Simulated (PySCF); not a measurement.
(E)-1,2-dibromo-1-chloroethene (C2HBr2Cl), SMILES C(=C\Br)(/Br)Cl. Atoms are numbered in the order given.

```xyz
6

Cl    -1.8388    -0.2338     0.0000
C     -0.1454    -0.4610     0.0000
Br     0.4428    -2.2470     0.0000
C      0.7495     0.5338     0.0000
Br     0.2947     2.3388     0.0000
H      1.8193     0.3228     0.0000
```

Geometry: PBE0-D3(BJ)/def2-SVP.

Level of theory: TDA-PBE/def2-SVPD run with PySCF 2.14.0.

Vertical excitations.  State labels are in the subgroup Cs.

Computed lowest excited states:
```json
[
 {"state": "S1", "symmetry": "A\"", "energy (eV)": "4.37", "λ (nm)": "284", "f": "0.000", "main pairs": "HOMO→LUMO 99 %"},
 {"state": "S2", "symmetry": "A\"", "energy (eV)": "4.94", "λ (nm)": "251", "f": "0.000", "main pairs": "HOMO→LUMO+2 99 %"},
 {"state": "S3", "symmetry": "A'", "energy (eV)": "5.34", "λ (nm)": "232", "f": "0.063", "main pairs": "HOMO−1→LUMO 58 %, HOMO→LUMO+1 32 %"},
 {"state": "S4", "symmetry": "A\"", "energy (eV)": "5.39", "λ (nm)": "230", "f": "0.000", "main pairs": "HOMO−1→LUMO+1 100 %"},
 {"state": "S5", "symmetry": "A'", "energy (eV)": "5.56", "λ (nm)": "223", "f": "0.222", "main pairs": "HOMO→LUMO+1 44 %, HOMO−1→LUMO 34 %"},
 {"state": "S6", "symmetry": "A\"", "energy (eV)": "5.67", "λ (nm)": "218", "f": "0.000", "main pairs": "HOMO−2→LUMO+1 100 %"},
 {"state": "S7", "symmetry": "A'", "energy (eV)": "5.76", "λ (nm)": "215", "f": "0.009", "main pairs": "HOMO−2→LUMO 78 %, HOMO−1→LUMO+2 13 %"},
 {"state": "S8", "symmetry": "A\"", "energy (eV)": "5.94", "λ (nm)": "209", "f": "0.008", "main pairs": "HOMO→LUMO+3 97 %"},
 {"state": "S9", "symmetry": "A'", "energy (eV)": "6.09", "λ (nm)": "203", "f": "0.003", "main pairs": "HOMO−1→LUMO+2 70 %, HOMO−3→LUMO+1 17 %, HOMO−2→LUMO 11 %"},
 {"state": "S10", "symmetry": "A\"", "energy (eV)": "6.12", "λ (nm)": "203", "f": "0.000", "main pairs": "HOMO−3→LUMO 91 %"},
 {"state": "T1", "symmetry": "A'", "energy (eV)": "3.60", "λ (nm)": "344", "f": "0", "main pairs": "HOMO→LUMO+1 98 %"},
 {"state": "T2", "symmetry": "A\"", "energy (eV)": "3.94", "λ (nm)": "315", "f": "0", "main pairs": "HOMO→LUMO 100 %"},
 {"state": "T3", "symmetry": "A\"", "energy (eV)": "4.57", "λ (nm)": "271", "f": "0", "main pairs": "HOMO→LUMO+2 99 %"},
 {"state": "T4", "symmetry": "A'", "energy (eV)": "5.09", "λ (nm)": "243", "f": "0", "main pairs": "HOMO−1→LUMO 94 %"}
]
```
Triplets are in the Tamm–Dancoff approximation.
